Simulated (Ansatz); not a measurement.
A nudged elastic band was laid between two geometries of CH₃BFO (7 atoms, charge 0, multiplicity 2).

Theory: UHF/def2-SVP in Ansatz.

```
movable images  : 5
climbing image  : yes
spring          : 5.0 eV/Å²
optimiser       : quadratic models (default)
start path      : through a guess of the saddle point
force threshold : 0.03 eV/Å
iteration limit : 60
end points      : relaxed
```

Image 0:

```xyz
7
Properties=species:S:1:pos:R:3
C -0.134 0.675 -0.115
B 0.187 -0.841 0.134
O 0.718 -1.259 1.304
F -0.043 -1.770 -0.774
H 0.124 1.313 0.730
H 0.409 1.023 -0.996
H -1.200 0.790 -0.328
```

Image 6:

```xyz
7
Properties=species:S:1:pos:R:3
C -0.159 0.669 -0.119
B 0.207 -0.835 0.138
O -0.495 -1.583 1.020
F 1.201 -1.439 -0.484
H 0.714 1.296 0.080
H -0.418 0.804 -1.173
H -0.989 1.019 0.492
```

Question: What changes between the two ends?

Answer: No bond is made or broken. The dihedral H5–C1–B2–O3 goes from 1 to 123°. The two ends are copies of one structure, up to a mirror image or an exchange of like atoms.

Question: Give the energies along the band, and the barrier.

Answer: The forces met the threshold. The highest image is number 3 of 0 to 6, 0.025 eV above the ends, which have the same energy within 2 meV. A vibrational analysis at the climbing image gives one clearly imaginary mode, 103i cm⁻¹: a first-order saddle point.

```tsv
image	path coordinate (Å)	energy (eV)	dihedral H5–C1–B2–O3 (°)
0	0.00	0.000	1
1	0.42	0.006	20
2	0.83	0.019	40
3	1.25	0.025	60
4	1.67	0.017	81
5	2.09	0.005	102
6	2.51	0.000	123
```

Question: What is the geometry of the highest image?

Answer: 
```xyz
7
Properties=species:S:1:pos:R:3
C -0.139 0.672 -0.136
B 0.194 -0.843 0.121
O 0.100 -1.363 1.367
F 0.575 -1.674 -0.828
H 0.523 1.315 0.449
H -0.028 0.925 -1.190
H -1.162 0.901 0.172
```

Question: What are the harmonic wavenumbers there?

Answer: 103i, 340, 461, 511, 811, 922, 986, 1333, 1477, 1489, 1562, 1569, 3181, 3260, 3286 cm⁻¹.

The run took 47 s on 1 thread of Arm Neoverse V2, on a shared host, peak memory 0.25 GiB.
